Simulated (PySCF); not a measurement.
## Electron correlation in O (oxygen, neutral)

[He] 2s1 2p5, high-spin 3P determinant (an excited configuration). All numbers are calculated (PySCF 2.14, the non-relativistic Hamiltonian (point nucleus), in aug-cc-pwCVDZ (5s4p2d, 27 functions)). Frozen: nothing; 8 electrons correlated.

MP2 pair energies summed by pair of shells (mhartree):

| pair | energy | share (%) |
| --- | --- | --- |
| 2p-2p | -129.26 | 72.5 |
| 1s-1s | -21.66 | 12.1 |
| 2s-2p | -18.30 | 10.3 |
| 1s-2p | -7.82 | 4.4 |
| 1s-2s | -1.35 | 0.8 |

Total MP2 correlation energy: -178.39 mhartree.

Same-spin part -38.43 and opposite-spin part -139.96 mhartree; SCS-MP2 scales them by 1/3 and 6/5 to -180.76 mhartree.
